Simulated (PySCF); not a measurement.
**Correlation energy of Ar (argon, neutral)**

[Ar], closed-shell 1S. All numbers are calculated (PySCF 2.14, the spin-free X2C one-electron Hamiltonian (Gaussian nucleus), in aug-cc-pCVTZ-DK with one added diffuse shell each of s, p, d, f type (9s8p6d4f, 91 functions)). Frozen: 1s2; 16 electrons correlated.

MP2 pair energies summed by pair of shells (mhartree):

```
 pair   energy  share (%)
2p-2p  -179.80       34.3
3p-3p  -156.78       29.9
2s-2p   -53.21       10.1
3s-3p   -49.65        9.5
2p-3p   -42.84        8.2
2p-3s   -13.79        2.6
2s-2s    -9.53        1.8
3s-3s    -9.24        1.8
2s-3p    -7.06        1.3
2s-3s    -2.51        0.5
```

Total MP2 correlation energy: -524.41 mhartree.

Same-spin part -142.31 and opposite-spin part -382.10 mhartree; SCS-MP2 scales them by 1/3 and 6/5 to -505.96 mhartree.
